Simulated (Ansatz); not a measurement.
`F[CH]([AlH2])[SiH3]` + `N=[CH][SnH3]` → `[SiH3]/N=[CH]\[SnH3]` + `F[CH2][AlH2]`  (ligand exchange at the Si–C bond)

Program: Ansatz. Geometries: PBE0-D4/def2-TZVP. ΔE: electronic, gas phase. CCSD(T)/CBS is the MP2 limit (def2-TZVPP, def2-QZVPP) plus CCSD(T) − MP2 in def2-TZVPP, frozen cores. DFT in def2-TZVPP. B3LYP here is the variant with VWN-RPA as its local correlation; programs differ in this. Elements past krypton have def2 core potentials. For Sn outer-core shells are correlated without core-valence functions, which leaves a few kJ/mol of doubt a bond. One conformer a species, not always the lowest.

Question: Is it downhill or uphill in electronic energy at CCSD(T)/CBS, and by how much? (Estimate.)

Answer: Ansatz gave: Downhill: ΔE = -40.8 kJ/mol.

Question: What do these levels give: PBE-D4, ωB97X-V, r2SCAN, PBE0, B3LYP, HF/def2-TZVPP, MP2/def2-TZVPP, CCSD/def2-TZVPP, MP2/def2-QZVPP, HF/CBS(def2), MP2/CBS(def2), CCSD/CBS(def2)? (An estimate is asked.)

Answer: Ansatz gave: PBE-D4 -37.9, ωB97X-V -37.8, r2SCAN -41.1, PBE0 -37.1, B3LYP -43.1, HF/def2-TZVPP -47.2, MP2/def2-TZVPP -44.5, CCSD/def2-TZVPP -39.4, MP2/def2-QZVPP -45.6, HF/CBS(def2) -48.2, MP2/CBS(def2) -45.9, CCSD/CBS(def2) -40.8 kJ/mol.

Largest T1 diagnostic among the species: 0.015.
